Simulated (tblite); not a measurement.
propylene glycol (C$_{3}$H$_{8}$O$_{2}$), singlet, at a GFN2-xTB geometry; tblite with GFN1-xTB.

tblite was given this input:
```
$ tblite run mol.xyz --method gfn1 --charge 0 --spin 0 --spin-polarized --json tblite.json --no-restart

# file mol.xyz
13

C      1.83324331     0.13638099     0.35090210
C      0.42691443     0.30654220    -0.21207806
O     -0.28124422     1.34971891     0.43155499
C     -0.38814764    -0.99223231    -0.10847029
O     -1.67642873    -0.82208827    -0.63781928
H      2.36667096     1.08275455     0.30757844
H      1.78849069    -0.19345144     1.38820166
H      2.38133734    -0.60316406    -0.22521041
H      0.47213216     0.61355869    -1.26229834
H     -0.25594914     1.19385292     1.38370519
H      0.09000513    -1.79465989    -0.67338889
H     -0.44945832    -1.29548663     0.95090902
H     -1.96390590     0.07140544    -0.40150486
```

It wrote (shortened):

```
xTB calculator
 | screened Coulomb repulsion
 | Coulomb electrostatics
 |  * isotropic Klopman-Ohno-Mataga-Nishimoto electrostatics
 |  * onsite third-order electrostatics
 | DFT-D3(BJ) dispersion correction
 | Interactions (1)
 | [1] spin polarization

halogen bonding energy    0.0000000000000E+00 Eh
repulsion energy          1.7398283722859E-01 Eh
dispersion energy        -3.7537006985243E-03 Eh
interaction energy        0.0000000000000E+00 Eh
number of electrons       3.2000000000000E+01 e
integral cutoff           1.9731147476801E+01 bohr

------------------------------------------------------------
  cycle        total energy    energy error   density error
------------------------------------------------------------
      1     -19.90875617092  -2.0078985E+01   4.1412208E-01
      2     -20.05104137205  -1.4228520E-01   2.2639052E-01
      3     -20.05788689611  -6.8455241E-03   5.8589802E-02
      4     -20.05965927425  -1.7723781E-03   6.9245308E-03
      5     -20.05976860445  -1.0933021E-04   2.0449210E-03
      6     -20.05977770485  -9.1003931E-06   2.7859455E-04
      7     -20.05977817482  -4.6997392E-07   1.0655075E-04
      8     -20.05977818806  -1.3239518E-08   4.9497301E-05
      9     -20.05977819991  -1.1847014E-08   2.5048728E-06
------------------------------------------------------------

electronic energy        -2.0230007336437E+01 Eh
total energy             -2.0059778199907E+01 Eh

Post processing:
 | Mayer-Wiberg bond orders

[Info] JSON dump of results written to 'tblite.json'
```
